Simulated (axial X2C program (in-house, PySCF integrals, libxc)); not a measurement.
Outer orbitals of KSi at 3.035 Å, PBE0

Computed with an axial X2C code built on PySCF integrals. Spin-free means the one-electron spin-free X2C Hamiltonian; two-component (2c) means X2C with spin–orbit coupling and atomic mean-field two-electron Coulomb and Gaunt terms, so the difference of the two also holds small scalar two-electron terms. Basis: K dyall-cv3z [11s12p6d3f], Si dyall-v3z [8s7p2d1f] (cores contracted in-house); Gaussian nuclei, density fitting, unrestricted open shells. Masses: K 38.964 u, Si 27.977 u.

The distance is close to the 2c PBE0 minimum; the highest filled and lowest empty levels are listed.

Spin-free orbitals, state M_S = 3/2, Λ = 0 (beyond evenly filled blocks: σα, π+α, π-α) (Löwdin shares):

```json
{"symmetry": "π-α", "occupied": "yes", "ε (eV)": "-21.30", "atomic character": "100% K p"}
{"symmetry": "π+α", "occupied": "yes", "ε (eV)": "-21.30", "atomic character": "100% K p"}
{"symmetry": "σα", "occupied": "yes", "ε (eV)": "-21.28", "atomic character": "99% K p"}
{"symmetry": "π+β", "occupied": "yes", "ε (eV)": "-21.24", "atomic character": "100% K p"}
{"symmetry": "π-β", "occupied": "yes", "ε (eV)": "-21.24", "atomic character": "100% K p"}
{"symmetry": "σβ", "occupied": "yes", "ε (eV)": "-21.17", "atomic character": "99% K p"}
{"symmetry": "σα", "occupied": "yes", "ε (eV)": "-11.03", "atomic character": "81% Si s, 8% K p, 6% K d"}
{"symmetry": "σβ", "occupied": "yes", "ε (eV)": "-8.35", "atomic character": "80% Si s, 8% K p, 6% K d"}
{"symmetry": "σα", "occupied": "yes", "ε (eV)": "-4.22", "atomic character": "78% Si p, 14% K s, 3% K p"}
{"symmetry": "π+α", "occupied": "yes", "ε (eV)": "-3.90", "atomic character": "86% Si p, 8% K d, 6% K p"}
{"symmetry": "π-α", "occupied": "yes", "ε (eV)": "-3.90", "atomic character": "86% Si p, 8% K d, 6% K p"}
{"symmetry": "σα", "occupied": "no", "ε (eV)": "-1.52", "atomic character": "65% K s, 26% K p, 7% Si p"}
{"symmetry": "σβ", "occupied": "no", "ε (eV)": "-1.45", "atomic character": "66% K s, 20% Si p, 12% K p"}
{"symmetry": "π-β", "occupied": "no", "ε (eV)": "-0.46", "atomic character": "60% Si p, 33% K p, 6% K d"}
{"symmetry": "π+β", "occupied": "no", "ε (eV)": "-0.46", "atomic character": "60% Si p, 33% K p, 6% K d"}
```

Spinors with spin–orbit coupling (state Ω = 3/2):

| ω | occupied | ε (eV) | atomic character | λ mixture |
| --- | --- | --- | --- | --- |
| -1/2 | yes | -21.43 | 100% K p | 84% π, 16% σ |
| 1/2 | yes | -21.42 | 100% K p | 60% π, 40% σ |
| 3/2 | yes | -21.21 | 100% K p | 100% π |
| 1/2 | yes | -21.17 | 99% K p | 60% σ, 40% π |
| -3/2 | yes | -21.15 | 100% K p | 100% π |
| -1/2 | yes | -21.11 | 99% K p | 84% σ, 16% π |
| 1/2 | yes | -11.03 | 81% Si s, 8% K p, 6% K d | 100% σ |
| -1/2 | yes | -8.36 | 80% Si s, 8% K p, 6% K d | 100% σ |
| 1/2 | yes | -4.22 | 78% Si p, 14% K s, 3% K p | 100% σ |
| -1/2 | yes | -3.91 | 86% Si p, 8% K d, 6% K p | 100% π |
| 3/2 | yes | -3.89 | 86% Si p, 8% K d, 6% K p | 100% π |
| 1/2 | no | -1.52 | 65% K s, 26% K p, 7% Si p | 100% σ |
| -1/2 | no | -1.46 | 66% K s, 20% Si p, 12% K p | 100% σ |
| 1/2 | no | -0.46 | 60% Si p, 33% K p, 6% K d | 100% π |
| -3/2 | no | -0.45 | 60% Si p, 34% K p, 6% K d | 100% π |

Mulliken charges and populations of the two-component result (they depend on the basis, above all on diffuse functions):

K 0.61 e (s 6.17 p 12.09 d 0.12), Si -0.61 e (s 5.94 p 8.66 d 0.01). ⟨Lz⟩ = 0.00 ħ and ⟨Sz⟩ = 1.50 ħ (0.16 and 1.34 on the two atoms), which add up to Ω.

The state is one determinant whose occupation by symmetry is held fixed; it was picked as the lowest of a PBE0 search that is not exhaustive. Density functionals use the spin component along the axis (collinear). Other states lie close and PBE0, whose exact exchange favours high spin, may order them wrongly; the determinant shown need not be the ground state. The nearest other spin-free determinant of the search, M_S = 1/2, Λ = 0, lies 0.45 eV up at the distance of the search. With several unpaired electrons one determinant need not be a pure state. This is the top spin component of a Σ state; components of lower Ω are not single determinants and can lie lower.
